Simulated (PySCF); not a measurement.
## Ionisation energy of Si⁺ by level of theory

Si⁺ [Ne] 3s2 3p1 (2P) → Si²⁺ [Ne] 3s2 (1S), as a difference of total energies. Computed with PySCF 2.14 in aug-cc-pV(5+d)Z (8s7p6d4f3g2h, 136 functions), with the non-relativistic Hamiltonian (point nucleus). Correlated levels: valence: [Ne] frozen. The calculations carry no spin-orbit coupling.

| method | ionisation energy (eV) | plus first-order spin-orbit estimate | error of that sum (eV) |
| --- | --- | --- | --- |
| UHF | 15.847 | 15.868 | -0.478 |
| LDA | 16.371 | 16.392 | +0.046 |
| PBE | 16.413 | 16.433 | +0.087 |
| PBE0 | 16.438 | 16.458 | +0.112 |
| r2SCAN | 16.536 | 16.557 | +0.211 |
| CAM-B3LYP | 16.405 | 16.425 | +0.079 |
| B2PLYP | 16.260 | 16.280 | -0.066 |
| r2SCANh | 16.532 | 16.552 | +0.206 |
| MP2 (valence) | 16.153 | 16.174 | -0.172 |
| SCS-MP2 (valence) | 16.147 | 16.167 | -0.179 |

Reference: 16.346 eV (measured; NIST Atomic Spectra Database, ionization energies).

A first-order spin-orbit estimate (lowest level to lowest level, LS coupling) adds 0.020 eV.
